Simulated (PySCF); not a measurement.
Vertical excitation energies

C5H4F2.
SMILES with atom numbers: `[CH:1]#[C:2][C:3](=[CH2:4])[CH:5]([F:6])[F:7]` (hydrogens: H8 on C1; H9, H10 on C4; H11 on C5)

Cartesian coordinates in Å at the GFN2-xTB level; atoms count from 1:
```xyz
11
C5H4F2 angstrom
C      2.0342   -1.3998    0.0220
C      1.1242   -0.6212   -0.0568
C      0.0291    0.2716   -0.1451
C      0.1648    1.5890   -0.2623
C     -1.3243   -0.4004   -0.0713
F     -2.3252    0.4383   -0.4259
F     -1.5970   -0.7934    1.2017
H      2.8413   -2.0664    0.0925
H      1.1377    2.0457   -0.3070
H     -0.6937    2.2350   -0.3214
H     -1.3858   -1.2958   -0.7125
```

The calculation used PySCF, TDDFT PBE0/def2-SVPD, vertical, gas phase, core orbitals frozen in the response.

```json
{"state": "S1", "E (eV)": "5.36", "λ (nm)": "231.2", "ν̃ (cm⁻¹)": "43260", "f": "0.0009", "main configurations (H = HOMO, L = LUMO)": "H-1→L (97%)"}
{"state": "S2", "E (eV)": "5.64", "λ (nm)": "219.7", "ν̃ (cm⁻¹)": "45520", "f": "0.232", "main configurations (H = HOMO, L = LUMO)": "H→L (86%)"}
{"state": "S3", "E (eV)": "6.35", "λ (nm)": "195.3", "ν̃ (cm⁻¹)": "51210", "f": "0.0007", "main configurations (H = HOMO, L = LUMO)": "H→L+1 (82%), H→L+2 (12%)"}
{"state": "S4", "E (eV)": "7.16", "λ (nm)": "173.2", "ν̃ (cm⁻¹)": "57730", "f": "0.013", "main configurations (H = HOMO, L = LUMO)": "H-2→L (61%), H-3→L (34%)"}
{"state": "S5", "E (eV)": "7.26", "λ (nm)": "170.9", "ν̃ (cm⁻¹)": "58520", "f": "0.0035", "main configurations (H = HOMO, L = LUMO)": "H→L+2 (82%), H→L+1 (13%)"}
{"state": "S6", "E (eV)": "7.65", "λ (nm)": "162.0", "ν̃ (cm⁻¹)": "61730", "f": "0.254", "main configurations (H = HOMO, L = LUMO)": "H-3→L (33%), H-1→L+1 (20%), H-2→L (16%)"}
{"state": "S7", "E (eV)": "7.81", "λ (nm)": "158.8", "ν̃ (cm⁻¹)": "62980", "f": "0.0045", "main configurations (H = HOMO, L = LUMO)": "H→L+4 (28%), H→L+5 (21%), H-3→L (20%)"}
{"state": "S8", "E (eV)": "8.04", "λ (nm)": "154.2", "ν̃ (cm⁻¹)": "64870", "f": "0.041", "main configurations (H = HOMO, L = LUMO)": "H→L+3 (93%)"}
```

Triplets (Tamm–Dancoff): T1 3.40 eV, H→L (94%); T2 5.02 eV, H-1→L (88%); T3 5.53 eV, H-1→L+1 (39%), H-2→L (19%), H-3→L (13%).

The lowest singlet lies at 5.36 eV (231 nm, ultraviolet) and is very weak; its leading configuration is HOMO-1→LUMO (97%). The most intense listed level is S6 at 7.65 eV (162 nm, f = 0.254), 2.29 eV above S1. Löwdin shares by element: HOMO carbon 91% or more; LUMO carbon 80% or more (atoms not listed hold the other 20%). The listed states span 2.68 eV, and the widest gap between neighbours is 0.81 eV (S3 to S4). Orbital energies (eV): HOMO-3 -10.28, HOMO-2 -10.03, HOMO-1 -8.56, HOMO -7.68, LUMO -1.51, LUMO+1 0.49, LUMO+2 0.81. Weighted by f, the mean energy of these states is 6.82 eV. The window holds the lowest 8 singlets.

One conformer stands for the species.
